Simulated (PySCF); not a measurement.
H6O3Si2, SMILES O[SiH2][SiH](O)O.

The structure is a stationary point at PBE-D3(BJ)/def2-SVP. Other conformers were not sampled.

Calculation: PBE-D3(BJ)/def2-SVP in PySCF.

Frequencies are harmonic and unscaled.

```csv
mode,ν (cm⁻¹),IR (km/mol),moving atoms (share of kinetic energy)
1,55,0.6,"O 71 %, H 18 %, Si 11 %"
2,142,23.9,"O 48 %, H 33 %, Si 18 %"
3,156,2.4,"O 80 %, H 18 %"
4,210,88.2,"H 80 %, O 13 %"
5,234,58.0,"H 62 %, O 26 %, Si 12 %"
6,286,38.4,"O 38 %, H 33 %, Si 29 %"
7,335,74.7,"O 52 %, Si 32 %, H 16 %"
8,416,3.7,"Si 68 %, H 26 %"
9,483,68.2,"H 70 %, Si 27 %"
10,498,32.1,H 92 %
11,680,26.5,H 86 %
12,694,159.9,H 94 %
13,745,153.7,"H 84 %, O 10 %"
14,778,49.3,"O 58 %, H 25 %, Si 17 %"
15,789,118.7,"O 60 %, Si 24 %, H 16 %"
16,819,84.1,"H 79 %, O 11 %, Si 10 %"
17,854,96.6,"H 57 %, O 31 %, Si 11 %"
18,904,69.5,"H 59 %, Si 24 %, O 17 %"
19,926,142.6,"H 48 %, Si 32 %, O 21 %"
20,934,88.5,"H 88 %, Si 9 %"
21,1013,208.3,H 88 %
22,2121,114.7,H 97 %
23,2137,126.8,H 96 %
24,2162,158.4,H 97 %
25,3607,134.0,H 94 %
26,3743,63.9,H 94 %
27,3757,75.7,H 94 %
```
